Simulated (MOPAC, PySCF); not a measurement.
Breaking a bond: SiS, singlet. Each curve is given relative to its own lowest point near equilibrium.

```json
[
 {"R / Å": "1.46", "A": "207.7", "B": "203.5", "C": "147.7"},
 {"R / Å": "1.55", "A": "122.3", "B": "117.7", "C": "98.8"},
 {"R / Å": "1.65", "A": "61.6", "B": "57.7", "C": "53.9"},
 {"R / Å": "1.74", "A": "28.7", "B": "25.8", "C": "26.8"},
 {"R / Å": "1.83", "A": "10.0", "B": "8.5", "C": "10.3"},
 {"R / Å": "1.86", "A": "6.3", "B": "5.1", "C": "6.8"},
 {"R / Å": "1.93", "A": "1.1", "B": "0.7", "C": "1.5"},
 {"R / Å": "1.98", "A": "0.0", "B": "0.0", "C": "0.0"},
 {"R / Å": "2.07", "A": "2.1", "B": "2.6", "C": "0.9"},
 {"R / Å": "2.14", "A": "6.3", "B": "7.0", "C": "4.1"},
 {"R / Å": "2.24", "A": "11.7", "B": "15.7", "C": "11.2"},
 {"R / Å": "2.42", "A": "21.2", "B": "34.5", "C": "29.0"},
 {"R / Å": "2.61", "A": "—", "B": "54.8", "C": "50.6"},
 {"R / Å": "2.88", "A": "—", "B": "80.0", "C": "80.8"},
 {"R / Å": "3.19", "A": "—", "B": "101.0", "C": "109.2"},
 {"R / Å": "3.46", "A": "—", "B": "112.7", "C": "125.7"},
 {"R / Å": "3.86", "A": "—", "B": "121.7", "C": "140.6"},
 {"R / Å": "4.20", "A": "—", "B": "124.1", "C": "148.0"},
 {"R / Å": "4.69", "A": "—", "B": "125.2", "C": "153.7"},
 {"R / Å": "5.26", "A": "—", "B": "125.6", "C": "156.1"},
 {"R / Å": "5.76", "A": "—", "B": "125.8", "C": "156.8"},
 {"R / Å": "6.78", "A": "—", "B": "125.8", "C": "157.3"},
 {"R / Å": "7.81", "A": "—", "B": "125.9", "C": "157.4"}
]
```

Energies in kcal/mol.

Problem. Which curve belongs to which method? The methods are CASSCF(10,8)/cc-pVDZ (PySCF); MOPAC 23.2.5 with PM6, restricted, heats of formation; unrestricted Hartree-Fock/LANL2DZ, with its core potentials past Ne (PySCF).

Solution. A is UHF/LANL2DZ; B is CASSCF(10,8); C is PM6.

Dashes: no converged value, or the column stops at the first point that the program doubted or that broke a chosen test of continuity, which isn't proof of a fault.

The unrestricted solution behind UHF/LANL2DZ changes between 2.42 and 2.61 Å, which can leave a kink. The unrestricted determinant behind UHF/LANL2DZ is spin-contaminated at 2.14 to 7.81 Å (<S²> up to 2.0, against 0.00 for a pure singlet). The natural occupations jump between 3.86 and 4.20 Å in the active space behind CASSCF(10,8). The restricted form behind PM6 keeps the bonding electrons paired and can't separate into open-shell fragments.
